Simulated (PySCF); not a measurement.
# What a mistake does to a calculation on Al2ClH2O cation

Calculated results; nothing here was measured. They come from PySCF 2.14.0, an open-source quantum chemistry program, on an isolated molecule that a program drew, which may never have been made. The molecule is Al2ClH2O cation (charge +1, singlet), drawn as the SMILES string `[AlH2][O][Al+][Cl]`.

Each row is a Hartree-Fock (HF) and frozen-core CCSD(T) single point in the cc-pV(D+d)Z basis, meant for a local HF minimum. Run 1 is clean. Each other run has one planted mistake out of seven kinds, and not every kind appears here: one electron removed, one electron added, multiplicity raised by two, geometry at a saddle point, minimal basis STO-3G, one bond length entered in bohr, all coordinates scaled. The reference is restricted for singlets and unrestricted otherwise, and also for a bond in bohr. Adding or removing an electron swaps singlet and doublet. Electrons count all cores. HOMO and LUMO are orbital energies over both spins, the gradient is its largest component, and the lowest frequency (negative if imaginary) is given only where the gradient is small. Bond lengths are over the 5 bonds as drawn. T1 is the CCSD diagnostic: over 0.02 (restricted) or 0.045 (unrestricted) a single reference is doubtful.

Geometry of the clean run:
```xyz
6
Al2ClH2O cation, angstrom
Al    2.1126    1.7433   -1.1336
O     0.7618    0.9827   -0.2876
Al   -0.4620    0.2920    0.4805
Cl   -1.9965   -0.5734    1.4449
H     2.6302    3.0370   -0.4388
H     2.5437    0.9837   -2.4226
```

| run | electrons | basis functions | <S^2> | HOMO (eV) | LUMO (eV) | gradient (hartree/bohr) | lowest frequency (cm^-1) | mean bond (Å) | longest bond (Å) | T1 | HF (hartree) | CCSD(T) (hartree) | mistake |
|---|---|---|---|---|---|---|---|---|---|---|---|---|---|
| 1 | 52 | 93 | 0.000 | -15.69 | -4.85 | 2.0e-05 | 77 | 1.6980 | 2.008 | 0.0152 | -1019.27799 | -1019.74348 | no fault |
| 2 | 53 | 93 | 0.759 | -6.02 | 1.35 | 5.7e-02 | - | 1.6980 | 2.008 | 0.0162 | -1019.47721 | -1019.95677 | one electron added |
| 3 | 52 | 93 | 2.098 | -9.93 | -9.70 | 1.1e-01 | - | 1.6980 | 2.008 | 0.0656 | -1019.08117 | -1019.55736 | multiplicity raised by two |
| 4 | 52 | 93 | 1.009 | -15.46 | -6.48 | 9.4e-03 | - | 2.0554 | 3.795 | 0.0174 | -1019.16608 | -1019.59681 | one bond length entered in bohr |
| 5 | 51 | 93 | 0.844 | -21.84 | -13.61 | 6.0e-02 | - | 1.6980 | 2.008 | 0.0263 | -1018.74077 | -1019.18523 | ? |
| 6 | 52 | 34 | 0.000 | -13.77 | -0.44 | 4.6e-02 | - | 1.6980 | 2.008 | 0.0243 | -1007.60484 | -1007.74696 | ? |

**Which mistake was planted in run 5, and what did it cost?**

It counts 51 electrons, one fewer than the clean run, at the same geometry and basis. So the mistake is: one electron removed. Subtracting run 1 and multiplying by 627.51 kcal/mol a hartree, the energy moved by 337.1 kcal/mol in HF and 350.3 kcal/mol in CCSD(T).

**Which mistake was planted in run 6, and what did it cost?**

It has 34 basis functions where the clean run has 93, with the same electrons and geometry. So the mistake is: minimal basis STO-3G. Subtracting run 1 and multiplying by 627.51 kcal/mol a hartree, the energy moved by 7325.0 kcal/mol in HF and 7527.9 kcal/mol in CCSD(T).

Cautions from the logs. Run 3: T1 is over the limit, so its CCSD(T) energy is less reliable; run 6: T1 is over the limit, so its CCSD(T) energy is less reliable.
